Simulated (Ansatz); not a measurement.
Total energies of [NbO4]3- (NbO₄³⁻) from Ansatz at PBE0-D4/def2-TZVPD, gas phase (1 Eh = 27.2114 eV = 2625.5 kJ/mol). The reference geometry is relaxed at PBE-D4/def2-SVPD.

| state | geometry | energy (Eh) |
| --- | --- | --- |
| charge -3 singlet | reference | -357.54571 |
| charge -2 doublet | reference | -357.76346 |
| charge -2 doublet | relaxed at PBE-D4/def2-SVPD | -357.76579 |

In the def2 sets Nb takes a core potential; there is no spin–orbit coupling. A multiply charged anion in the gas phase is held together partly by the finite basis. Removing one electron lowers the energy by 5.93 eV at PBE0-D4/def2-TZVPD, so it isn't bound.

Q: Work out the vertical ionisation energy to the doublet.

A: E(charge -2 doublet) − E(charge -3 singlet) = -357.76346 − (-357.54571) = -0.21775 Eh = -5.93 eV. For comparison, −ε of the highest occupied level is -7.36 eV at this level, 1.43 eV less.

Q: How much does the charge -2 doublet relax, and what is the adiabatic ionisation energy?

A: Relaxation: -357.76346 − (-357.76579) = 0.00233 Eh = 0.06 eV. Adiabatic ionisation energy: -0.22008 Eh = -5.99 eV, without zero-point energy. 

At PBE0-D4/def2-TZVPD the highest occupied level of the charge -3 singlet lies above zero (up to 7.36 eV). By energy differences it is unbound by 5.93 eV (vertical, against the charge -2 doublet, at PBE0-D4/def2-TZVPD) and held by the finite basis. At PBE0-D4/def2-TZVPD the highest occupied level of the charge -2 doublet lies above zero (up to 2.46 eV). The electron is either unbound and held by the finite basis, or the level is raised by self-interaction error. At PBE0-D4/def2-TZVPD the highest occupied level of the relaxed charge -2 doublet lies above zero (up to 2.57 eV).
